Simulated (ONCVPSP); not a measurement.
zinc (Zn): one change to an ONCV potential, before and after

Zn, optimised norm-conserving Vanderbilt (ONCV), made with ONCVPSP 4.0.1 (BLYP, scalar-relativistic). Core [Ne], reference 3s2 3p6 3d10 4s2. Waves: 3s+4s: rc 1.35 bohr, ncon 4, nbas 7, qcut 7.7 1/bohr, 2 projectors; 3p: rc 0.70 bohr, ncon 4, nbas 8, qcut 12.9 1/bohr, 3 projectors, debl 0.7 Ha; 3d: rc 1.30 bohr, ncon 4, nbas 9, qcut 13.5 1/bohr, 1 projector; f scattering state at 0.19 Ha: rc 1.40 bohr, ncon 3, nbas 6, qcut 7.5 1/bohr, 2 projectors, debl 1 Ha. Local part: polynomial inside 0.50 bohr (lpopt 5, dvloc0 1 Ha). Core correction: Teter function, fcfact 5.75, rcfact 1.4.

In the p channel the program set the typed energies aside and used -3.058, 0.250, 0.950 Ha.

All-electron outer shells of the reference configuration (BLYP, scalar-relativistic, ld1.x):

```tsv
shell	level (eV)	outermost node (bohr)	outermost maximum (bohr)
2p	-1004.46	–	0.15
3s	-128.95	0.28	0.59
3p	-83.22	0.25	0.59
3d	-10.05	–	0.56
4s	-5.96	0.85	2.09
```

Change: all radii but the core radius scaled by about 1.05 (s 1.42, p 0.74, d 1.36, f 1.46 bohr); local potential polynomial inside 0.52 bohr (lpopt 5, dvloc0 1 Ha).

Cutoffs: the cutoffs (Ha) at which the residual kinetic energy of the hardest occupied pseudo-wave falls to 1 and 0.1 mHa per electron; they do not see the model core or the augmentation charge, which bear on the density cutoff. Errors are all-electron minus pseudo energies relative to the spin-unpolarised reference configuration.

Task: How do hardness, ghosts and transferability respond?

Result: The potential gets softer (80 Ha and 351 Ha → 69 Ha and 226 Ha); both files keep a bound ghost (p); of the 4 tests that both files solve, the error grows in 2 and shrinks in 0 by more than 15 % and 0.3 meV (median size 5.8 → 7.7 meV). A larger radius leaves more room for a smooth pseudo-wave, so fewer plane waves are needed.

```tsv
quantity	base	changed
cutoff, loose	80 Ha	69 Ha
cutoff, tight	351 Ha	226 Ha
loose cutoff by channel	s 19 Ha, p 80 Ha, d 67 Ha	s 20 Ha, p 69 Ha, d 65 Ha
bound ghosts	p	p
GHOST(+) flags under 300 eV	f at 69.8 eV, s at 200.7 eV	f at 70.6 eV, s at 197.7 eV
error for 3s2 3p6 3d10 4s1, meV [ΔE 9.94 eV]	0.0	+0.1
error for 3s2 3p6 3d10 4s0, meV [ΔE 28.60 eV]	+1.9	+2.4
error for 3s2 3p6 3d9 4s0, meV [ΔE 69.14 eV]	-27	-28
error for 3s2 3p6 3d9 4s2, meV [ΔE 17.81 eV]	+9.8	+13
rms error of d²Exc/dni dnj with the model core, mHa	1.95	1.89
```

 A true bound ghost makes a file unfit for plane-wave use even where its test errors are small: the radial tests pick states by their node count and pass the ghost by.
